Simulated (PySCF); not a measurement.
FGeH₄NO₂, SMILES [NH2][Ge]([OH])([OH])[F]. Coordinates come from a PBE0-D3(BJ)/def2-SVP optimisation. The structure was generated by enumeration, and PubChem lists no compound with its InChIKey, so it may never have been made. The values are those of a single conformer.

Computed equilibrium geometry at PBE0-D3(BJ)/def2-SVP (PySCF confirms it by a frequency run) as a Z-matrix (one conformer of several):
```
Ge
F 1 1.7344
O 1 1.7504 2 110.32
H 3 0.9645 1 112.02 2 -85.53
O 1 1.7548 2 107.83 3 -114.40
H 5 0.9637 1 112.63 2 -65.18
N 1 1.7971 2 104.59 5 -122.78
H 7 1.0156 1 115.33 2 -153.86
H 7 1.0161 8 110.04 1 -130.14
```
